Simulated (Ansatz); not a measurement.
Start from `C[SiH2]CSS` and change one atom or group to get `FCSS`.

Ansatz, PBE0-D4/def2-TZVP geometries, multiplicity 1. Each molecule was computed in one conformer, which needn't be the lowest.

```tsv
property	`C[SiH2]CSS`
size of the dipole moment (PBE/def2-TZVPP) / D	1.45
HOMO–LUMO gap (ωB97M-V/def2-TZVPP) / eV	10.48
HOMO–LUMO gap (PBE/def2-TZVPP) / eV	4.05
HOMO energy (PBE/def2-TZVPP) / eV	-5.61
LUMO energy (ωB97M-V/def2-TZVPP) / eV	1.51
LUMO energy (PBE/def2-TZVPP) / eV	-1.56
```

Problem. What does the change do to each property? (Best estimate.)

Solution. Computed: 
```json
{"property": "size of the dipole moment (PBE/def2-TZVPP) / D", "`FCSS`": "0.71", "shift": "-0.74"}
{"property": "HOMO–LUMO gap (ωB97M-V/def2-TZVPP) / eV", "`FCSS`": "10.92", "shift": "0.44"}
{"property": "HOMO–LUMO gap (PBE/def2-TZVPP) / eV", "`FCSS`": "4.43", "shift": "0.38"}
{"property": "HOMO energy (PBE/def2-TZVPP) / eV", "`FCSS`": "-6.29", "shift": "-0.68"}
{"property": "LUMO energy (ωB97M-V/def2-TZVPP) / eV", "`FCSS`": "1.24", "shift": "-0.27"}
{"property": "LUMO energy (PBE/def2-TZVPP) / eV", "`FCSS`": "-1.85", "shift": "-0.29"}
```

With PBE0 the HOMO falls by 0.70 eV and the LUMO falls by 0.30 eV, so the gap widens by about 0.40 eV. PBE moves the HOMO by -0.68 eV and ωB97M-V by -0.71 eV. Dipoles are sizes alone; their direction can turn.
